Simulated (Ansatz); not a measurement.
The cluster Re₃⁻, relaxed as a singlet with RKS PBE0-D4/def2-TZVPD in Ansatz, starting from the GFN1-xTB geometry. Force threshold 0.02 eV/Å.

In the def2 sets Re takes a core potential; there is no spin–orbit coupling. The restricted singlet is unstable towards broken spin symmetry at other levels; at PBE0-D4/def2-TZVPD this wasn't settled. At PBE0-D4/def2-TZVPD a quintet of charge -1 lies 0.81 eV below the restricted singlet, each at its own geometry. The structure comes from a short search, and lower isomers may exist.

Start:

```xyz
3

Re    0.608    1.205    0.133
Re   -0.008   -0.627   -1.203
Re   -0.601   -0.578    1.070
```

```json
{"step": "1", "energy (eV)": "-6385.3812", "largest force component (eV/Å)": "3.797", "SCF passes": "31"}
{"step": "2 (rejected)", "energy (eV)": "-6385.3335", "largest force component (eV/Å)": "6.783", "SCF passes": "48"}
{"step": "3", "energy (eV)": "-6386.1156", "largest force component (eV/Å)": "0.624", "SCF passes": "46"}
{"step": "4 (rejected)", "energy (eV)": "-6386.1003", "largest force component (eV/Å)": "0.991", "SCF passes": "45"}
{"step": "5", "energy (eV)": "-6386.1294", "largest force component (eV/Å)": "0.079", "SCF passes": "37"}
{"step": "6", "energy (eV)": "-6386.1295", "largest force component (eV/Å)": "0.004", "SCF passes": "41"}
```

Force components are those of the run's own axes.

End:

```xyz
3

Re    0.5837    1.1229    0.0627
Re    0.0255   -0.5368   -1.1475
Re   -0.6092   -0.5861    1.0848
```

By distances, no bond broke or formed. The bond that changes most is Re1–Re2, from 2.35 to 2.13 Å (atoms count from 1).

No frequencies were taken in this run, so the end may be a saddle point.

It took 57 s on 4 threads of Intel Xeon on a shared host.
